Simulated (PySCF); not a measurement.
C5H11B.
Geometry (GFN2-xTB, Å), atoms numbered from 1 in this order:
```
atom  x, y, z in Å
C1     2.1676   -0.1315    0.1123
C2     0.7499    0.1050   -0.4075
B3    -0.0604    1.3548    0.1215
C4    -1.5412    0.8718    0.3374
C5    -1.6014   -0.5266   -0.3002
C6    -0.1884   -1.0900   -0.1497
H7     2.5983   -1.0298   -0.3279
H8     2.8088    0.7126   -0.1300
H9     2.1588   -0.2540    1.1935
H10    0.8197    0.2363   -1.4978
H11    0.3627    2.4242    0.3199
H12   -2.3339    1.5241   -0.0302
H13   -1.7088    0.7819    1.4160
H14   -1.8427   -0.4291   -1.3609
H15   -2.3541   -1.1693    0.1579
H16   -0.0407   -1.4426    0.8737
H17   -0.0014   -1.9258   -0.8253
```

A PySCF run (density fitting, gas phase, GFN2-xTB geometry) gave HOMO -8.05 eV, LUMO -0.87 eV, dipole 0.25 D and E = -221.685 Eh.

Question: Which of these levels was it?
A. wB97X-D/def2-SVPD
B. PBE0/pcSseg-1
C. OLYP/pcSseg-1

Answer: B. It is PBE0/pcSseg-1. All candidates on this geometry:

```json
{"level and settings": "OLYP/pcSseg-1", "kind": "GGA", "basis functions": "157", "SCF cycles": "14", "E (Eh)": "-221.8526", "HOMO (eV)": "-6.58", "LUMO (eV)": "-1.60", "dipole (D)": "0.29"}
{"level and settings": "PBE0/pcSseg-1", "kind": "global hybrid", "basis functions": "157", "SCF cycles": "12", "E (Eh)": "-221.6854", "HOMO (eV)": "-8.05", "LUMO (eV)": "-0.87", "dipole (D)": "0.25"}
{"level and settings": "wB97X-D/def2-SVPD", "kind": "range-separated hybrid", "basis functions": "208", "SCF cycles": "13", "E (Eh)": "-221.7780", "HOMO (eV)": "-9.92", "LUMO (eV)": "1.04", "dipole (D)": "0.30"}
```

The nearest other candidate, by the summed differences of HOMO and LUMO, is OLYP/pcSseg-1: its HOMO differs by +1.47 eV and its LUMO by -0.73 eV. wB97X-D ran without the empirical dispersion term, which would shift the total energy alone. Cycle counts include a coarse-grid stage where the run had one.
